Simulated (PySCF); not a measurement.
## Mass spectrum arithmetic for `Cl[Si@@H]1CC[SiH2]P1`

Species: `Cl[Si@@H]1CC[SiH2]P1`.

Calculated from isotope tables alone.

Find the molar and monoisotopic masses of C2H8ClPSi2.

For C2H8ClPSi2, with standard atomic weights, 1 × 35.450 + 2 × 28.085 + 2 × 12.011 + 1 × 30.974 + 8 × 1.008 = 154.680 g/mol. From the most abundant isotopes (35Cl, 28Si, 12C, 31P, 1H), 1 × 34.968853 + 2 × 27.976927 + 2 × 12.000000 + 1 × 30.973762 + 8 × 1.007825 = 153.9591 u.

What cluster does the molecular ion M+• show when like nominal masses merge?

```csv
nominal mass,m/z (centroid),relative intensity
154,153.9585,100.0
155,154.9588,12.4
156,155.9556,39.2
157,156.9559,4.5
158,157.9527,2.4
159,158.9533,0.2
```

Cut off at 0.1 %. One electron mass, 0.00055 u, is taken off.

Which m/z would the protonated, sodiated and deprotonated molecule have?

[M+H]+ 154.9663, [M+Na]+ 176.9483, [M−H]− 152.9518, for the monoisotopic species (arithmetic only; whether such ions form is another matter).

What resolving power m/Δm just matches the spacing of the species with one 30Si and with one 37Cl?

They lie 0.00021 u apart at mass 155.96, so m/Δm is about 760000.

Protons, neutrons, electrons, and exact less nominal mass of the monoisotopic species?

80 protons, 74 neutrons and 80 electrons; 153.9591 − 154 = -0.0409 u.

What share of all molecules is the monoisotopic species?

0.7578 × 0.922297^2 × 0.9893^2 × 1 × 0.999885^8 = 63.03 %.
